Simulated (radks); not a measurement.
Question: All-electron atom: neutral niobium in [Kr] 4d4 5s1. All-electron calculation, scalar-relativistic Kohn-Sham, r2SCAN, spin-polarised, spherical densities, finite nucleus; open shells are filled with parallel spins first (spin-orbit coupling, left out, can overturn this in heavy ions); meta-GGA in the generalised Kohn-Sham scheme; Fermi nuclear charge, rms radius 4.324 fm; hard spherical wall at 6 bohr. Program: a radial shooting solver on a logarithmic mesh with Libxc functionals. Some entries of the table are withheld. Estimate them.

orbital  occ.  eigenvalue (Ry)  <1/r> (bohr^-1)
1s down     1        -1385.320            42.39
1s up       1        -1385.319            42.39
2s up       1        -194.5067            9.542
2s down     1        -194.4724            9.543
2p up       3        -173.4723            9.272
2p down     3        -173.4479            9.273
3s up       1        -32.69991            3.263
3s down     1        -32.68692            3.261
3p up       3        -25.75706            3.095
3p down     3        -25.74073            3.094
3d up       5        -14.44888            2.853
3d down     5        -14.41928            2.852
4s up       1         -4.33608            1.156
4s down     1         -4.15779            1.170
4p up       3         -2.54892            1.014
4p down     3         -2.33739            1.033
5s up       1         -0.23325           0.4035
4d up       4         -0.18692           0.6417
4d down     0          0.12508           0.6678
5s down     0          0.12699           0.3791
5p up       0              (1)           0.3682
5p down     0              (2)           0.3344
4f up       0              (3)           0.2962
4f down     0              (4)           0.2733
6s up       0          1.15868           0.4044
6s down     0          1.30415           0.4130

Answer: 
(1) 5p up eigenvalue (Ry): 0.12853
(2) 5p down eigenvalue (Ry): 0.42622
(3) 4f up eigenvalue (Ry): 0.93739
(4) 4f down eigenvalue (Ry): 1.12638
